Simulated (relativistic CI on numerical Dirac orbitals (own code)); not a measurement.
# Transition arrays of Rb XIII

Method of calculation: Dirac-Coulomb-Breit CI, orbitals from a KLI potential per configuration, model QED (radiative potential, 1s self-energy scaled to tabulated hydrogen-like ionisation energies), valence Slater integrals scaled by 0.9, whole transition arrays (own radial code, finite nucleus).

Configurations in the expansion (outside the closed core [Ne] 3s2): 3p6 3d7, 3p6 3d6 4f, 3p5 3d8, 3p6 3d6 4p, 3p6 3d6 5f. Levels of other configurations are missing.

All E1 lines from the levels of 3p6 3d7; mean and standard deviation are weighted by gf, and upper levels are sorted by their leading configuration.

```tsv
Upper configuration	Lines	Σgf	Mean (eV)	Mean (nm)	σ (eV)	Strongest line (nm)
3p6 3d6 4f	2825	366.7	258.09	4.804	3.95	4.771
3p5 3d8	466	91.2	135.78	9.131	8.45	8.473
3p6 3d6 4p	1718	43.0	180.83	6.856	3.77	6.913
3p6 3d6 5f	2825	214.3	310.50	3.993	4.37	3.969
```

Σgf per state of the lower configuration in bins of 0.2 nm over the central range (centre: value): 3.9: 1.07, 4.1: 0.71, 4.7: 1.67, 4.9: 1.33, 5.1: 0.05, 6.7: 0.10, 6.9: 0.19, 7.1: 0.05, 8.5: 0.17, 8.7: 0.08, 8.9: 0.05, 9.1: 0.09, 9.3: 0.10, 9.5: 0.07, 9.7: 0.08.

(1) How do configuration mixing and the scaling of the Slater integrals move the arrays?

## Answers

(1) Slater scale 0.9, no configuration mixing: 3p6 3d6 4f 258.3 ± 4.0 eV (Σgf 387.9), 3p5 3d8 136.5 ± 8.7 eV (Σgf 103.5), 3p6 3d6 4p 181.0 ± 3.8 eV (Σgf 45.8), 3p6 3d6 5f 310.3 ± 4.4 eV (Σgf 157.1); Slater scale 1: 3p6 3d6 4f 258.6 ± 4.4 eV (Σgf 368.8), 3p5 3d8 136.4 ± 9.2 eV (Σgf 90.2), 3p6 3d6 4p 180.9 ± 4.2 eV (Σgf 42.8), 3p6 3d6 5f 310.8 ± 4.8 eV (Σgf 216.3); Slater scale 0.8: 3p6 3d6 4f 257.6 ± 3.5 eV (Σgf 364.5), 3p5 3d8 135.2 ± 7.8 eV (Σgf 92.2), 3p6 3d6 4p 180.7 ± 3.4 eV (Σgf 43.2), 3p6 3d6 5f 310.2 ± 3.9 eV (Σgf 212.3). With mixing, levels are counted to their leading configuration, so an array can shrink or vanish into another, and the sums then hold other lines.
